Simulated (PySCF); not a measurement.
Exercise with solution: chemical shift, span and skew from a shielding tensor

C3H7NSi, SMILES [SiH3]C1=NCC1. Atoms are numbered in the order given.

```xyz
12

Si    -0.0030     1.8339     0.0000
C      0.0150    -0.0540     0.0000
N      1.0644    -0.8096     0.0000
C      0.2286    -2.0258     0.0000
C     -1.0370    -1.1390     0.0000
H     -0.7337     2.3225    -1.2096
H      1.3956     2.3461     0.0000
H     -0.7337     2.3225     1.2096
H      0.3875    -2.6511     0.8936
H      0.3875    -2.6511    -0.8936
H     -1.6758    -1.1921     0.8959
H     -1.6758    -1.1921    -0.8959
```

The structure is a stationary point at PBE0-D3(BJ)/def2-SVP. The structure was generated by enumeration, and PubChem lists no compound with its InChIKey, so it may never have been made.

GIAO shieldings from PBE/pcSseg-1 run with PySCF, non-relativistic, no solvent. The symmetric part of the tensor of C4 has the principal values 88.1, 108.0, 147.4 ppm. The same nucleus in TMS has σ = 182.0 ppm at this level (PySCF, at its B3LYP-D3(BJ)/def2-TZVP geometry).

Work out the isotropic shielding, the ¹³C shift against TMS, the span and the skew.


σ(iso) = (σ11 + σ22 + σ33)/3 = 114.5 ppm. δ = σ(ref) − σ(iso) = 182.0 − (114.5) = 67.5 ppm.
Span Ω = σ33 − σ11 = 59.3 ppm. Skew κ = 3(σ(iso) − σ22)/Ω = 0.33. Tumbling in solution averages the tensor to δ; in a static solid the shielding alone would spread this spin-1/2 line over Ω.
